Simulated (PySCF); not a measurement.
(BeTe)5 ring, Be₅Te₅.
Structure used (PBE0-D3(BJ)/def2-SVP), in Å, numbered top down from 1:
```xyz
10
Be5Te5 angstrom
Be     1.3073    1.2249   -1.7702
Te     2.2698    1.8337    0.1456
Be     0.0535    1.8400    0.4844
Te    -2.1691    1.7446    0.7774
Be    -1.2694    0.2416    2.1571
Te    -0.0842   -1.2673    3.2856
Be    -0.0417   -1.9725    1.1520
Te    -0.0274   -3.0700   -0.7981
Be     0.0062   -1.1519   -1.9525
Te     0.0796    0.5003   -3.4769
```

The calculation used PySCF 2.14.0, density-fitted response routines, TDDFT PBE0/def2-SVPD, vertical, gas phase, core orbitals frozen in the response, def2 core potentials past Kr. Spin–orbit coupling is left out.

Ground-to-excited transition dipoles (e·a0, same axes as the geometry; the sign carries no meaning), for the states with f of 0.002 or more among the lowest 8:

```csv
state,E (eV),μx,μy,μz
S2,3.196,0.018,-0.207,-0.075
S3,3.267,0.398,0.023,-0.143
S4,3.305,-0.050,-0.211,-0.041
S5,3.502,0.004,-0.317,-0.091
S6,3.530,0.159,0.152,-0.566
S7,3.853,0.237,-0.124,0.377
S8,3.887,-0.018,-0.464,-0.140
```

Task: Work out the oscillator strengths.

Result: f = (2/3) ΔE |μ|² with ΔE in hartree (27.2114 eV).

| state | \|μ\|² (au) | \|μ\| (D) | f |
| --- | --- | --- | --- |
| S2 | 0.049 | 0.56 | 0.004 |
| S3 | 0.180 | 1.08 | 0.014 |
| S4 | 0.049 | 0.56 | 0.004 |
| S5 | 0.109 | 0.84 | 0.009 |
| S6 | 0.369 | 1.54 | 0.032 |
| S7 | 0.214 | 1.18 | 0.020 |
| S8 | 0.235 | 1.23 | 0.022 |

Task: What is the point group, and which symmetry does each of these states have?

Result: C2. From a totally symmetric ground state, an allowed state transforms like the component of the dipole operator along its μ. Polarised along the twofold axis, so A: S2, S4, S5 and S8. Polarised across the twofold axis, so B: S3, S6 and S7.

Task: What angle do the transition dipoles of S6 and S8 make?

Result: |cos θ| = |μa·μb| / (|μa| |μb|) = 0.02, so θ ≈ 89° (taken between 0 and 90°, since the signs are arbitrary).

The vertical ionisation energy (ΔSCF) is 7.92 eV, 4.03 eV above S8.
